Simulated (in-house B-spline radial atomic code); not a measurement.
A run on an ion of nuclear charge 20 with 18.36 electrons that did not converge. Method: non-relativistic SCAN, spin-polarised, spherical fractional occupations, point nucleus; computed with an all-electron radial atomic-structure program (B-spline basis).

Command:
```bash
python run_scf.py task.json out
```
Settings:
```
Z                20
configuration    [Ne] 3s1.36 3p6 4s1
hamiltonian      nr
method           scan,scan
spin_polarised   True
```

First and last ten iterations of the last attempt (damped for 15 steps, keeping 80 % of the old Fock matrix, then DIIS):
```
 iter        energy (Eh)    residual
    1        -675.990163    3.62e-02
    2        -675.993334    2.04e-03
    3        -675.993345    1.71e-03
    4        -675.993353    1.44e-03
    5        -675.993357    1.21e-03
    6        -675.993360    1.01e-03
    7        -675.993362    8.50e-04
    8        -675.993363    7.13e-04
    9        -675.993364    5.99e-04
   10        -675.993365    5.02e-04
  111        -675.993366    2.64e-07
  112        -675.993366    8.06e-06
  113        -675.993366    2.72e-07
  114        -675.993366    2.73e-07
  115        -675.993366    2.68e-07
  116        -675.993366    2.68e-07
  117        -675.993366    8.06e-06
  118        -675.993366    2.73e-07
  119        -675.993366    2.76e-07
  120        -675.993366    2.69e-07
 not converged after 120 iterations
```

The smallest residual met was 2.6e-07; the threshold is about 2e-07. Over the last five steps the energy moves by less than 1e-08 hartree, but the orbitals didn't meet the threshold. Time taken, with all properties: 1.4 s on 1 thread of Arm Neoverse V1, with other jobs on the host.
